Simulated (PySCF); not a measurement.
Input for PySCF:
```python
from pyscf import gto, scf, cc

mol = gto.Mole()
mol.atom = '''
    N     0.00000000   -0.00000000    0.00000000
    H     0.01502573    1.02772160   -0.01944823
    H     0.88265094   -0.52673581    0.01709961
    H    -0.89767667   -0.50098579    0.00234863
'''
mol.basis = 'cc-pvtz'
mol.charge = 1
mol.spin = 1
mol.verbose = 4
mol.max_memory = 1800
mol.build()

mf = scf.UHF(mol)
mf.kernel()

mycc = cc.CCSD(mf, frozen=1)
mycc.kernel()
et = mycc.ccsd_t()
print('E(CCSD(T)) = %.10f' % (mycc.e_tot + et))
```

Problem. Estimate the number of basis functions that CCSD(T)/cc-pVTZ (PySCF) returns for this input.

Solution. 72

Problem. Give the MP2 correlation energy at the level CCSD(T)/cc-pVTZ.

Solution. -0.1788 Eh

Problem. Give the coupled-cluster correlation energy (without the perturbative part) at the level CCSD(T)/cc-pVTZ.

Solution. -0.1978 Eh

Problem. Predict the SCF-reference HOMO energy from CCSD(T)/cc-pVTZ.

Solution. -25.02 eV

These values belong to the state on which the SCF converged, which isn't shown to be the lowest.
